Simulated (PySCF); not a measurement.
Start geometry of `F/C1=C\CCCCCC1` from GFN2-xTB (Å):
```
atom  x, y, z in Å
F1    -0.5252    1.3044    1.8096
C2    -0.5945    1.3777    0.4507
C3     0.5151    1.4746   -0.2691
C4     1.8381    1.0422    0.2556
C5     1.8979   -0.4682   -0.0773
C6     0.6474   -1.2556    0.3557
C7    -0.5665   -1.2102   -0.6076
C8    -1.8600   -0.5969   -0.0413
C9    -1.9088    0.9514   -0.0920
H10    0.4189    1.5784   -1.3385
H11    1.8931    1.1823    1.3350
H12    2.6748    1.5604   -0.2135
H13    2.7705   -0.8947    0.4231
H14    2.0419   -0.5913   -1.1532
H15    0.3489   -0.9207    1.3488
H16    0.9523   -2.2994    0.4605
H17   -0.2952   -0.6850   -1.5241
H18   -0.8054   -2.2368   -0.8945
H19   -2.7117   -0.9838   -0.6048
H20   -1.9776   -0.9158    0.9961
H21   -2.7474    1.3158    0.5012
H22   -2.0169    1.2905   -1.1212
```

Task: What comes out of this run: PBE0-D3(BJ)/def2-SVP geometry optimisation, gas phase (PySCF 2.14.0)?

Result: 
```
atom  x, y, z in Å
F1    -0.5646    1.0263    1.8678
C2    -0.6491    1.2367    0.5364
C3     0.4685    1.3935   -0.1747
C4     1.7800    0.8938    0.3262
C5     1.8430   -0.6045   -0.0457
C6     0.6093   -1.4372    0.3504
C7    -0.6427   -1.3812   -0.5682
C8    -1.9236   -0.7452   -0.0022
C9    -1.9499    0.8018   -0.0212
H10    0.3430    1.5370   -1.2515
H11    1.8412    1.0073    1.4190
H12    2.6394    1.4269   -0.1094
H13    2.7374   -1.0455    0.4263
H14    2.0020   -0.6999   -1.1349
H15    0.3236   -1.1819    1.3842
H16    0.9398   -2.4870    0.3968
H17   -0.3831   -0.8837   -1.5193
H18   -0.9028   -2.4144   -0.8497
H19   -2.7950   -1.1152   -0.5670
H20   -2.0665   -1.0871    1.0366
H21   -2.8114    1.1825    0.5497
H22   -2.0368    1.1618   -1.0573
```

The energy falls by 0.083 eV over 7 energy and gradient evaluations, the largest force component goes from 0.0132 to 2.5e-04 Eh/bohr, and the atoms move by 0.051 Å rms after alignment. Among the bonds, C3–H10 and C7–H17 change most and about equally (+0.014 to +0.015 Å). Bonds longer at the end by more than 0.005 Å: 14 of 22; shorter: 1. Among the angles that change most is C3–C4–C5, from 104.0° to 106.3°. Rotational constants go from 2122, 1696, 1210 to 2111, 1691, 1208 MHz. The orientation of the end geometry is arbitrary; only internal coordinates are fixed.

The run used 191 basis functions and 52 SCF cycles in all. On one thread, Arm Neoverse V2 (aarch64), shared host with 48 logical CPUs at a one-minute load of 39, this took 2.0 min wall and 0.95 GiB of memory at its peak.

Whether it is a minimum is left open (no frequencies). The numbers are those of one conformer.
